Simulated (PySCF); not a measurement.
**Ionisation energy of Er(29+) by level of theory**

Er(29+) [Kr] 4d3 [4d3/2^3, M_J = 3/2] → Er(30+) [Kr] 4d2 [4d3/2^2, M_J = 2], as a difference of total energies. Calculation: PySCF 2.14, in an uncontracted even-tempered set (17 s from 2.6 bohr⁻², ratio 2.8; 14 p from 3.4 bohr⁻², ratio 2.8; 9 d from 3.4 bohr⁻², ratio 2.8; 3 f from 13 bohr⁻², ratio 3); the two-component X2C-1e Hamiltonian. Correlated levels: [Ar] 3d10 frozen; the 92 highest virtual spinors dropped. "Screened" scales the spin-orbit matrix elements by Boettger's factors to mimic the two-electron term; Breit and QED terms are absent.

```
                    method  ionisation energy (eV)
           GHF (spin-free)                  1088.7
          GMP2 (spin-free)                  1088.8
 GHF (screened spin-orbit)                  1091.4
GMP2 (screened spin-orbit)                  1092.0
```

Breit and QED terms and the two-electron picture change are absent.

The spin-free rows relax to the high-spin LS determinant and lack the spin-orbit shift.

The labels give the starting determinants; with spin-orbit coupling the two ends relaxed to ⟨J²⟩ = 3.87, ⟨L²⟩ = 8.43, ⟨S²⟩ = 2.29 and ⟨J²⟩ = 6.04, ⟨L²⟩ = 10.37, ⟨S²⟩ = 1.58.

For comparison: 1092 ± 4 eV (theoretical estimate listed by NIST; NIST Atomic Spectra Database, ionization energies).
